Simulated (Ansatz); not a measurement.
Potential energy curve for LiNa, singlet. Each curve is given relative to its own lowest point near equilibrium.

```
R / Å     A     B     C     D
-----  ----  ----  ----  ----
2.31    7.0   9.5   9.9   8.7
2.51    2.6   4.1   4.0   3.6
2.61    1.3   2.3   2.0   2.0
2.74    0.3   0.9   0.2   0.7
2.81    0.0   0.4   0.0   0.3
2.93    0.0   0.0   0.0   0.0
3.03    0.3   0.0   0.2   0.1
3.07    0.4   0.1   0.4   0.2
3.28    1.8   1.1   1.5   1.2
3.36    2.4   1.6   2.0   1.8
3.63    5.1   4.1   3.7   4.1
3.90    8.0   7.0   5.4   6.8
4.43   13.7  13.0   7.8  11.6
4.89   18.0  17.8   9.1  14.8
5.33   21.5  21.6   9.8  16.8
5.88   24.9  25.4  10.3  18.3
6.43   27.5  28.0  10.5  19.0
7.20   30.0  29.9  10.7  19.4
7.92   31.5  30.1  10.8  19.6
8.84   32.7  28.8  10.8  19.6
```

Energies in kcal/mol.

### Question
Which curve belongs to which method? The methods are restricted B3LYP/aug-cc-pVTZ (Ansatz, a quantum-chemistry and plane-wave program); MP2 on RHF/aug-cc-pVTZ, frozen core (Ansatz); CCSD on UHF/aug-cc-pVTZ, frozen core in Ansatz; MP2 on UHF/aug-cc-pVTZ, frozen core (Ansatz).

### Answer
A is RKS-B3LYP; B is RMP2; C is UMP2; D is UCCSD.

The restricted form behind RMP2, RKS-B3LYP keeps the bonding electrons paired and can't separate into open-shell fragments. The T1 diagnostic of CCSD on the restricted reference of RMP2 exceeds 0.045 at 4.43 to 8.84 Å. The unrestricted determinant behind UCCSD, UMP2 is spin-contaminated at 2.31 to 8.84 Å (<S²> up to 1.0, against 0.00 for a pure singlet). With two correlated electrons CCSD is exact in the basis where it finds the lowest root (UCCSD).
